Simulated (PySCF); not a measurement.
A structure optimised at B3LYP-D3(BJ)/def2-TZVP, used in a PySCF frequency run:

```xyz
7

Mg     0.0000     0.0000     0.0000
N      0.0000     0.0000    -1.8899
H      0.5751     0.5751    -2.4887
H     -0.5751    -0.5751    -2.4887
N      0.0000     0.0000     1.8899
H      0.5751    -0.5751     2.4887
H     -0.5751     0.5751     2.4887
```
Charge 0, spin multiplicity 1.

### Question
Write its SMILES, formula and point group.

### Answer
[NH2][Mg][NH2], H4MgN2, D2d

### Question
What are its rotational constants (standard atomic weights)?

### Answer
189.49, 3.9993, 3.9993 GHz
